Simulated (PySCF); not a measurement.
1,2-difluorocyclopenta-1,3-diene (C5H4F2), SMILES C1(F)=C(F)CC=C1. Atoms are numbered in the order given.

```xyz
11

F      1.4429    -1.4835     0.0000
C      0.6760    -0.3959     0.0000
C     -0.6729    -0.3461     0.0000
F     -1.5276    -1.3659     0.0000
C     -1.1190     1.0825     0.0000
C      0.1852     1.8416     0.0000
C      1.2144     0.9662     0.0000
H     -1.7367     1.3177     0.8862
H     -1.7367     1.3177    -0.8862
H      0.2519     2.9290     0.0000
H      2.2815     1.1906     0.0000
```
Charge 0, spin multiplicity 1.

Coordinates come from a B3LYP-D3(BJ)/def2-SVP optimisation. One conformer was computed; it need not be the lowest.

Two levels are set side by side: PBE/pcSseg-1 (PySCF) and B3LYP/pcSseg-1 (PySCF). GIAO shifts against CFCl3 (¹⁹F), TMS (¹H), TMS (¹³C) at the same level; non-relativistic, no solvent, atoms listed together averaged. Differences are taken from unrounded values.

| quantity | B3LYP |
|---|---|
| δ(¹⁹F) of F1 (ppm) | -164.5 |
| δ(¹³C) of C2 (ppm) | 153.8 |
| δ(¹³C) of C3 (ppm) | 157.3 |
| δ(¹⁹F) of F4 (ppm) | -162.2 |
| δ(¹³C) of C5 (ppm) | 40.8 |
| δ(¹³C) of C6 (ppm) | 129.0 |
| δ(¹³C) of C7 (ppm) | 139.0 |
| δ(¹H) of H8, H9 (ppm) | 3.34 |
| δ(¹H) of H10 (ppm) | 6.14 |
| δ(¹H) of H11 (ppm) | 6.71 |

Task: What does PBE give, and how far is it from B3LYP? (Estimate from the structure and the level; the computed values follow.)

Result: 
| quantity | PBE | PBE minus B3LYP |
|---|---|---|
| δ(¹⁹F) of F1 (ppm) | -176.4 | -11.9 |
| δ(¹³C) of C2 (ppm) | 151.9 | -1.9 |
| δ(¹³C) of C3 (ppm) | 155.3 | -2.0 |
| δ(¹⁹F) of F4 (ppm) | -172.6 | -10.4 |
| δ(¹³C) of C5 (ppm) | 41.6 | 0.9 |
| δ(¹³C) of C6 (ppm) | 124.5 | -4.5 |
| δ(¹³C) of C7 (ppm) | 136.9 | -2.1 |
| δ(¹H) of H8, H9 (ppm) | 3.38 | 0.04 |
| δ(¹H) of H10 (ppm) | 6.08 | -0.07 |
| δ(¹H) of H11 (ppm) | 6.72 | 0.01 |

Rough cost on one machine, each run with all the roots and properties that it gave: B3LYP against PBE within a factor of 2.
